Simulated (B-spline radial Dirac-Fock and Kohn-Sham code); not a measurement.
Elastic and transport cross sections of gadolinium for positrons

Model: relativistic (Dirac) partial waves in the static field of the Dirac-Fock atom, without polarisation or absorption potentials. Program: a radial B-spline solver. Below a few hundred eV the neglected polarisation potential matters, most of all at small angles. σ_tr1 and σ_tr2 weight the cross section with 1 − P₁ and 1 − P₂ of cos θ; "backward" is the share scattered beyond 90°.

| energy (eV) | σ (a₀²) | σ_tr1 (a₀²) | σ_tr2 (a₀²) | σ/σ_tr1 | backward (%) |
| --- | --- | --- | --- | --- | --- |
| 277 | 20.4 | 2.45 | 4.38 | 8.36 | 3.1 |
| 278 | 20.4 | 2.44 | 4.37 | 8.37 | 3.1 |
| 420 | 17.0 | 1.75 | 3.19 | 9.72 | 2.6 |
| 658 | 13.8 | 1.20 | 2.22 | 11.5 | 2.1 |
| 2510 | 7.07 | 0.346 | 0.687 | 20.4 | 1.0 |
| 2530 | ? | ? | ? | ? | ? |
| 3490 | 5.92 | 0.243 | 0.496 | 24.3 | 0.78 |
| 6680 | 4.12 | 0.115 | 0.245 | 35.8 | 0.47 |
| 8350 | 3.62 | 0.0875 | 0.189 | 41.3 | 0.39 |
| 10200 | 3.21 | 0.0681 | 0.149 | 47.2 | 0.33 |
| 24500 | 1.86 | 0.0210 | 0.0487 | 88.7 | 0.14 |
| 30300 | 1.62 | 0.0155 | 0.0364 | 105 | 0.11 |
| 38800 | 1.38 | 0.0108 | 0.0258 | 128 | 0.084 |
| 58700 | 1.05 | 0.00579 | 0.0142 | 182 | 0.052 |
| 71100 | 0.929 | 0.00431 | 0.0107 | 215 | 0.041 |
| 75300 | 0.895 | 0.00395 | 0.00980 | 227 | 0.038 |

Question: Fill in the row for 2.53 keV.

Answer: σ = 7.04 a₀², σ_tr1 = 0.343 a₀², σ_tr2 = 0.682 a₀², σ/σ_tr1 = 20.5, backward 1.0 %. The ratio σ/σ_tr1 is roughly the number of elastic collisions that randomise the direction.

Values without a named source are computed, but for edge energies of neutral atoms, which are taken from tables.
